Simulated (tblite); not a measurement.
Compound: C4H5N3O.
Numbering: `[CH3:1][C:2](=[O:3])[c:4]1[cH:5][n:6][n:7][nH:8]1` (hydrogens: H9, H10, H11 on C1; H12 on C5; H13 on N8)

Structure optimised with GFN2-xTB, isolated species.

(1) List the bond lengths, angles and torsions at this level.

## Answers

(1) 
```
                 bond  length (Å)     order
                C1–C2       1.503    single
                C2=O3       1.211    double
                C2–C4       1.465    single
                C4–C5       1.389  aromatic
                C5–N6       1.341  aromatic
                N6–N7       1.281  aromatic
                N7–N8       1.316  aromatic
                C4–N8       1.361  aromatic
C1–H9, C1–H10, C1–H11       1.088    single
               C5–H12       1.070    single
               N8–H13       1.010    single
```

Bonds in one row agree within 0.01 Å and their mean is given. Orders are formal, as drawn. A selection of angles:
```
     angle  degrees
  C2–C1–H9    109.9
 H9–C1–H10    109.7
H10–C1–H11    108.1
  C1–C2–O3    124.0
  C1–C2–C4    115.1
  O3–C2–C4    120.9
  C2–C4–C5    135.0
  C2–C4–N8    122.2
  C5–C4–N8    102.9
  C4–C5–N6    108.2
 C4–C5–H12    130.2
 N6–C5–H12    121.6
  C5–N6–N7    109.4
  N6–N7–N8    108.8
 N7–N8–H13    122.8
  C4–N8–N7    110.8
 C4–N8–H13    126.4
```

Torsions: C1–C2–C4–C5 0° (synperiplanar).

Of the pairs four or more bonds apart, O3···H13 is among the closest relative to their van der Waals radii: 2.66 Å, 98 % of the sum of Bondi's values. The 2 N–N bonds span 1.281 Å (N6–N7, aromatic) to 1.316 Å (N7–N8, aromatic), a spread of 0.035 Å. N7 (pyridine-type nitrogen) is bent (angle 108.8°). The 2 C–N bonds span 1.341 Å (C5–N6, aromatic) to 1.361 Å (C4–N8, aromatic), a spread of 0.020 Å. The 5-membered ring C4–C5–N6–N7–N8 has internal angles of 102.9° to 110.8°; it is planar, 0.00 Å rms from its mean plane, widest ring torsion 0°. The 8 heavy atoms lie in one plane (0.000 Å rms). N8 (pyrrole-type nitrogen) is planar (angles 126.4°, 122.8° and 110.8°, sum 360.0°, 0.00 Å off the plane of its three neighbours).

Point group: Cs (every atom within 0.08 Å of its image). Its GFN2-xTB frequencies are all real (lowest 72 cm⁻¹). One conformer, not necessarily the lowest. 3 starts were optimised and ended at 0.00, 0.00 and 2.54 kcal/mol (GFN2-xTB); the lowest of these is shown.

The numbers are calculated, not measured.
